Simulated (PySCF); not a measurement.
**Dipole response of Cd(2+) (cadmium, charge +2)**

[Kr] 4d10, closed-shell 1S. All numbers are calculated (PySCF 2.14, scalar relativity through the core potential, in aug-cc-pwCVDZ-PP with ECP28MDF). Coupled (time-dependent) response in atomic units; α is the mean over directions. A double-zeta set is small for polarisabilities.

| method | mean α (bohr³) | C₆ (like pair) | S(−4) |
| --- | --- | --- | --- |
| UHF | 4.536 | 22.13 | 4.094 |
| PBE | 5.162 | 25.46 | 6.491 |
| PBE0 | 4.954 | 24.40 | 5.555 |
| BHandHLYP | 4.806 | 23.53 | 5.087 |

S(−4) is the Cauchy moment in α(ω) = α(0) + S(−4) ω² + …

α(iu) at PBE:

| u (hartree) | α(iu) (bohr³) |
| --- | --- |
| 0 | 5.162 |
| 0.0500 | 5.146 |
| 0.100 | 5.099 |
| 0.200 | 4.925 |
| 0.300 | 4.681 |
| 0.500 | 4.131 |
| 0.750 | 3.515 |
| 1.00 | 3.018 |
| 1.50 | 2.272 |
| 2.00 | 1.740 |
| 3.00 | 1.073 |
| 5.00 | 0.4979 |

A single London oscillator, α(iu) = α/(1 + u²/ω²), gives C₆ = (3/4) ω α². Matching the computed C₆ needs ω = 4 × 25.46 / (3 × 5.162²) = 1.27 hartree.

For an ion, C₆ is the dispersion term alone; charge-induced terms of lower order in 1/R come first.

Energies and moments cover only the electrons outside the core potential.
